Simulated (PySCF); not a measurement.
# Shapes and spin states of AuS(OH)

Level of theory: PySCF, PBE0, basis Au def2-SVP with ECP60, S def2-SVP, O def2-SVP, H def2-SVP (scalar-relativistic core potentials, no spin–orbit coupling, density fitting).

Relaxations began from a few typed shapes and spin states; open shells are unrestricted. The search is not exhaustive: other isomers or separated fragments can lie lower, and high-lying points may rest on an excited occupation.

(1) Order these stationary points by electronic energy, lowest first, in kJ/mol from the lowest minimum.
A. broken-symmetry Ms = 0 (⟨S²⟩ 1.01) Cs: Au–O 1.945 Å, Au–S 2.170 Å, O–H 0.967 Å; Au–O–H 113.6°, O–Au–S 179.0°
B. triplet Cs: Au–O 1.941 Å, Au–S 2.168 Å, O–H 0.966 Å; Au–O–H 114.0°, O–Au–S 179.5°
C. singlet (closed shell, unstable to spin polarisation) Cs: Au–O 1.928 Å, Au–S 2.144 Å, O–H 0.968 Å; Au–O–H 113.0°, O–Au–S 177.8°

(2) Which of them are minima?

Results:

(1) B (0.0), A (22.7), C (83.4).

(2) By energy in kJ/mol, 0.0: minimum; 22.7: minimum; 83.4: minimum of the closed-shell surface only.

For the lowest minimum: with open d or f shells other occupations or spin states may lie lower. With an element this heavy the missing spin–orbit coupling can shift these numbers.
